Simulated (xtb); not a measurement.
CH₆SiTe, SMILES [Te]([SiH3])C. All values are semi-empirical tight-binding results from xtb (GFN2-xTB unless named), good for trends rather than for accurate numbers. Geometry optimised at GFN2-xTB.

### Question
Estimate the properties. (The exact figures need the calculation; the answer reports its results.)

### Answer

- orbital gap = 3.76 eV
- zero-point energy = 38.0 kcal/mol
- G − E(el) at 298.15 K (modified RRHO) = 18.1 kcal/mol
- static polarisability (D4 model) = 83.1 bohr³
- solvation energy, GFN2-xTB/ALPB(water) = -0.6 kcal/mol
- solvation energy, GFN2-xTB/ALPB(chcl3) = -3.8 kcal/mol
